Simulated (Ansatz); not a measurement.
Computed with Ansatz on PBE0-D4/def2-TZVP structures; ΔE is electronic, products minus reactants. CCSD(T)/CBS adds triple-zeta CCSD(T) − MP2 to the extrapolated MP2 energy (def2 sets, frozen cores). DFT in def2-TZVPP. Each species was taken in one conformer, which may not be the lowest.

Consider the formal exchange of groups at the Si–C bond: `C=C(O)[SiH2]C=O` + `CC(N)O` → `C=C(O)[SiH3]` + `CC(O)NC=O`.

| level | ΔE (kJ/mol) |
| --- | --- |
| ωB97X-V | -62.8 |
| ωB97M-V | -58.7 |
| B2PLYP | -60.6 |
| HF/def2-TZVPP | -62.3 |
| CCSD/def2-TZVPP | -54.6 |
| CCSD(T)/def2-TZVPP | -55.7 |
| MP2/def2-QZVPP | -58.8 |
| CCSD/CBS(def2) | -52.7 |

**Question.** What does CCSD(T)/CBS give? (Estimate.)

**Answer.** Ansatz gave: -53.7 kJ/mol. The listed levels differ from it by -9.1, -5.0, -6.9, -8.6, -0.9, -2.0, -5.1, 1.0 kJ/mol.

Largest T1 diagnostic among the species: 0.015.
